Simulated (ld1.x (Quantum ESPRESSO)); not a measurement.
## Building the ultrasoft potential for nickel (PBE, scalar-relativistic).

* Element: nickel
* Generator: ld1.x (Quantum ESPRESSO) 7.5
* Type: ultrasoft
* Functional: PBE
* Relativity: scalar-relativistic
* Frozen core: [Ne]
* Valence charge: 18
* Reference configuration: 3s2 3p6 3d8 4s1 4p0 (charge +1)
* Partial waves: 3s (bound): rcut 1.15, rcutus 1.45 bohr; 4s (bound): rcut 1.15, rcutus 1.45 bohr; 3p (bound): rcut 1.25, rcutus 1.35 bohr; 4p (bound, empty): rcut 1.25, rcutus 1.35 bohr; 3d (bound): rcut 1.35, rcutus 1.55 bohr; 3d channel at 4 Ry: rcut 1.35, rcutus 1.55 bohr
* Local potential: all-electron potential smoothed inside 1.20 bohr (lloc = -1)
* Core correction: Bessel-smoothed model core inside 0.65 bohr
* Augmentation charge: built from norm-conserving waves at rcut, not smoothed further

Calculated quality:

```json
{"Configuration tests": "1 of 7 tests not solved or not reliable", "Lowest eigenvalue of the overlap operator": "-0.05 (s channel); it is negative, so in a basis up to 400 Ry S is not positive definite and the file is unfit for use"}
```

A Bessel basis up to 400 Ry misses an occupied level by 2.02 Ry, so cutoffs and ghosts were not judged. Its overlap operator is not positive definite in a basis up to 400 Ry (lowest eigenvalue s -0.05), so the file is unfit for use: the generalised eigenproblem breaks down once the basis is large enough, and its test numbers describe a broken file. The potential misses its own reference levels by up to 1.9 eV, so it is not fit for use.

Generation and tests took about 1.6 s on one core of a shared server CPU.
